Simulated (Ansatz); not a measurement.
A run for Ansatz (an electronic-structure program): U-B3LYP/def2-TZVPP on FHTe (SMILES F[TeH]), a point of a bond scan (R = 2.002 Å). Elements past Kr take the def2 small-core potentials; no spin–orbit coupling.

Ansatz 0.2 input:
```yaml
crystal:
  periodic: [false, false, false]
  atoms:
    - {symbol: Te, position_ang: [0.18518663, -0.06058026, 0.20051425]}
    - {symbol: H, position_ang: [1.53719547, -0.35919294, -1.24486343]}
    - {symbol: F, position_ang: [-1.21572950, 0.38439975, -1.04697488]}
basis:
  gaussian:
    orbitals: def2-TZVPP
hamiltonian:
  xc: {name: B3LYP}
magnetization: {spin_polarized: true, initial_magnetization: 0}
```

Program output:

```
WARN ansatz: RAYON_NUM_THREADS=1 ignored (pool sized by the plan → 1); use --threads N
Functional definition: B3LYP
integrals: 0.02 GiB planned
638 factors; their error is unknown
mean field: 0.30 GiB planned
mean field evaluation 1: about -10027.1333 eV, gradient 2.6e1 eV
mean field evaluation 2: about -10015.5564 eV, gradient 6.6e1 eV
mean field evaluation 4: about -10029.1501 eV, gradient 2.6e0 eV
mean field evaluation 8: about -10029.1788 eV, gradient 2.7e-2 eV
mean field evaluation 16: about -10029.2837 eV, gradient 6.9e-5 eV
mean field -10029.28372750 eV, -368.5693788931 hartree, gradient 8.3e-6 eV, S^2 0.000000; 1 other end points of the search recorded, 0 dependent functions left out
reference -10029.28391201 eV, -368.5693856735 hartree; 17, 17 occupied and 78, 78 virtual orbitals, 638 factors
Total energy: -10029.28391201 eV, -368.5693856735 hartree
```

The run converged.

Cost: around 1.8 core-seconds (rough).
